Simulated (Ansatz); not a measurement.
Stretching the C5–H7 bond in C2H5Al (SMILES C=[CH][AlH2]) (multiplicity 1 held, fragments rigid). Energies count from the point at 1.087 Å.
Geometry at that point (charge 0, multiplicity 1):
```xyz
8

Al    -0.136     0.163     1.163
H     -0.815     1.591     1.218
H      0.178    -0.644     2.486
C      0.292    -0.552    -0.590
C      0.018     0.145    -1.699
H      0.759    -1.526    -0.730
H      0.242    -0.220    -2.698
H     -0.448     1.126    -1.658
```

Signs of static correlation in cc-pV(D+d)Z, with CASSCF(2,2), from Ansatz (a program for electronic structure) runs.

```
R (Å)  T1 of restricted CCSD  ⟨S²⟩ of UHF  largest double amplitude of restricted CCSD  weight of the CASSCF reference in MRCISD  CASSCF natural occupations
-----  ---------------------  -----------  -------------------------------------------  ----------------------------------------  --------------------------
0.870                  0.011        0.000                                        0.106                                     0.883                   1.99 0.01
0.979                  0.011        0.000                                        0.106                                     0.882                   1.99 0.01
1.087                  0.011        0.000                                        0.106                                     0.882                   1.98 0.02
1.196                  0.011        0.000                                        0.105                                     0.882                   1.98 0.02
1.305                  0.011        0.000                                        0.105                                     0.881                   1.97 0.03
1.468                  0.012        0.000                                        0.105                                     0.881                   1.95 0.05
1.631                  0.013        0.163                                        0.105                                     0.880                   1.91 0.09
1.903                  0.016        0.755                                        0.168                                     0.880                   1.83 0.17
2.175                      ?        1.016                                            ?                                     0.879                   1.71 0.29
2.501                  0.032        1.144                                        0.408                                     0.879                   1.53 0.47
2.936                  0.047        1.202                                        0.576                                     0.879                   1.31 0.69
3.480                  0.060        1.220                                        0.739                                     0.879                   1.15 0.85
```

### Question
What belongs in the gaps?

### Answer

- 2.175, T1 of restricted CCSD: 0.022
- 2.175, largest double amplitude of restricted CCSD: 0.275

Doubts at one or more of the structures used: a restricted determinant that unrestricted orbitals would lower (R-CCSD(T)/cc-pV(D+d)Z); other coupled-cluster roots lie near (R-CCSD(T)/cc-pV(D+d)Z); T1 above 0.05 (R-CCSD(T)/cc-pV(D+d)Z, U-CCSD(T)/cc-pV(D+d)Z); a spin-contaminated determinant (U-CCSD(T)/cc-pV(D+d)Z); the program's own flag: large difference (U-CCSD(T)/cc-pV(D+d)Z).
